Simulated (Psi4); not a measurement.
Dimer: N2 (SMILES N#N) (first 2 atoms) with H4OSi (SMILES O[SiH3]); geometry from B3LYP-D3(BJ)/def2-TZVP, rigid monomers moved along the line of their centres of mass till N2···H5 is 3.11 Å.
(charge 0, multiplicity 1):
```xyz
8

N      0.153    -0.646    -1.146
N      0.360    -0.463    -0.091
O      0.820     0.230     3.895
Si    -0.573     0.344     4.769
H      0.753     0.065     2.950
H     -1.434     1.456     4.291
H     -0.164     0.596     6.165
H     -1.371    -0.907     4.699
```

Method: SAPT0/jun-cc-pV(D+d)Z run with Psi4 1.11.

Question: Which attractive term is largest, and how does the interaction split up?

Answer: electrostatics -0.51, exchange 0.09, induction -0.08, dispersion -0.24, total -0.74 kcal/mol; the largest attraction is electrostatics.
